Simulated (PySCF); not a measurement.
## Polarisability and C₆ of V⁺ (vanadium, charge +1)

[Ar] 3d4, high-spin 5D determinant. Calculation: PySCF 2.14, in ANO-RCC-VTZP; scalar relativity by spin-free X2C-1e. Coupled (time-dependent) response in atomic units; α is the mean over directions. The basis has no added diffuse functions, which lowers α and C₆.

| method | mean α (bohr³) | α xx, yy, zz | C₆ (like pair) | S(−4) |
| --- | --- | --- | --- | --- |
| UHF | 10.90 | 9.604, 9.604, 13.49 | 38.47 | 176.5 |
| PBE | 17.27 | 15.58, 15.58, 20.64 | 59.91 | 646.8 |
| PBE0 | 14.76 | 14.17, 14.17, 15.94 | 51.68 | 412.6 |
| M06-2X | 14.36 | 10.84, 10.84, 21.42 | 51.59 | 332.9 |

S(−4) is the Cauchy moment in α(ω) = α(0) + S(−4) ω² + …

α(iu) at PBE0:

```json
{"u (hartree)": "0", "α(iu) (bohr³)": "14.76"}
{"u (hartree)": "0.0500", "α(iu) (bohr³)": "13.82"}
{"u (hartree)": "0.100", "α(iu) (bohr³)": "11.81"}
{"u (hartree)": "0.200", "α(iu) (bohr³)": "8.329"}
{"u (hartree)": "0.300", "α(iu) (bohr³)": "6.455"}
{"u (hartree)": "0.500", "α(iu) (bohr³)": "4.762"}
{"u (hartree)": "0.750", "α(iu) (bohr³)": "3.725"}
{"u (hartree)": "1.00", "α(iu) (bohr³)": "3.024"}
{"u (hartree)": "1.50", "α(iu) (bohr³)": "2.064"}
{"u (hartree)": "2.00", "α(iu) (bohr³)": "1.464"}
{"u (hartree)": "3.00", "α(iu) (bohr³)": "0.8224"}
{"u (hartree)": "5.00", "α(iu) (bohr³)": "0.3558"}
```

A single London oscillator, α(iu) = α/(1 + u²/ω²), gives C₆ = (3/4) ω α². Matching the computed C₆ needs ω = 4 × 51.68 / (3 × 14.76²) = 0.316 hartree.

For an ion, C₆ is the dispersion term alone; charge-induced terms of lower order in 1/R come first.

The components differ because the open shell of this determinant is not spherical; for a pure term their mean is the scalar polarisability.
